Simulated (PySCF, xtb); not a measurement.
Be(Et) (C2H5Be), SMILES C[CH2][Be+], charge +1.

GFN2-xTB (xtb) at its own geometry gives an orbital gap of 1.79 eV.

The structure is a stationary point at B3LYP-D3(BJ)/def2-TZVP. The spin state was assumed, not searched. The isomer is the one that the SMILES or the coordinates give; other isomers of the formula were not compared.

Question: What does PBE0/def2-TZVPD (PySCF) give? (The exact figures need the calculation; the answer reports its results.)

Answer: gap 4.21 eV (levels -13.84 and -9.64 eV).
